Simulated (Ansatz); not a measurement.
`C=CB(N)[SiH3]`. Charge 0, multiplicity 1. All single points use the PBE0-D4/def2-TZVP geometry. It is one conformer, not always the lowest.

```xyz
13

C     1.029   -1.689    1.161
C     0.575   -0.438    1.090
B     0.104    0.231   -0.238
N     0.844    0.042   -1.401
Si   -1.589    1.342   -0.316
H     1.303   -2.158    2.102
H     1.119   -2.313    0.275
H     0.467    0.107    2.027
H     0.578    0.406   -2.300
H     1.715   -0.467   -1.409
H    -2.790    0.543    0.059
H    -1.523    2.494    0.630
H    -1.831    1.899   -1.681
```

Question: What is the dipole moment at ωB97M-V/def2-TZVPP? (Estimate.)

Answer: Ansatz gave: 2.29 D, with components (1.79, -0.91, -1.11) D in this frame, pointing from negative to positive charge.

Question: And with PBE, r2SCAN, B3LYP? (Best estimate.)

Answer: Ansatz gave: PBE 2.31 D, r2SCAN 2.29 D, B3LYP 2.26 D.

Question: Give the Mulliken charges with ωB97M-V, B3LYP, PBE in def2-TZVPP. (An estimate is asked.)

Answer: The calculation gave: 
```tsv
atom	ωB97M-V	B3LYP	PBE
C1	-0.21	-0.21	-0.19
C2	-0.18	-0.17	-0.15
B3	0.17	0.18	0.15
N4	-0.21	-0.25	-0.24
Si5	0.00	0.09	0.02
H6	0.11	0.11	0.10
H7	0.09	0.09	0.08
H8	0.10	0.10	0.09
H9	0.14	0.16	0.18
H10	0.13	0.15	0.16
H11	-0.03	-0.07	-0.06
H12	-0.04	-0.08	-0.06
H13	-0.05	-0.10	-0.08
```

B3LYP here is the variant with VWN-RPA as its local correlation; programs differ in this.
